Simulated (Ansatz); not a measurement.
Program: Ansatz 0.2.0.

CH4FInS (`FC[S][InH2]`) at its PBE0-D4/def2-TZVP geometry, where that method's forces vanish. Charge 0, multiplicity 1. In takes the def2 core potential.

```csv
atom,x (Å),y (Å),z (Å)
F1,-0.021,-1.536,-1.204
C2,-0.623,-0.296,-1.235
S3,-1.324,0.153,0.364
In4,0.695,0.457,1.619
H5,0.126,0.427,-1.562
H6,-1.446,-0.337,-1.951
H7,2.118,0.472,0.667
H8,0.475,0.660,3.302
```

(1) For each bond, give half the difference of the two atoms' forces along it (eV/Å; positive pushes the atoms apart) under PBE-D4, r2SCAN-D4, B3LYP-D4, ωB97M-V in def2-TZVPP. (An estimate is asked.)

Results:

(1) The calculation gave: 
```csv
bond,length (Å),PBE-D4,r2SCAN-D4,B3LYP-D4,ωB97M-V
F1–C2,1.379,0.52,0.33,0.41,0.30
C2–S3,1.802,0.13,0.13,0.19,0.05
C2–H5,1.091,0.05,-0.09,-0.16,-0.14
C2–H6,1.092,0.08,-0.09,-0.18,-0.15
S3–In4,2.397,0.15,0.04,0.20,-0.04
In4–H7,1.713,0.05,-0.03,-0.01,-0.06
In4–H8,1.709,0.04,-0.04,-0.02,-0.05
```

B3LYP here is the variant with VWN-RPA as its local correlation; programs differ in this.
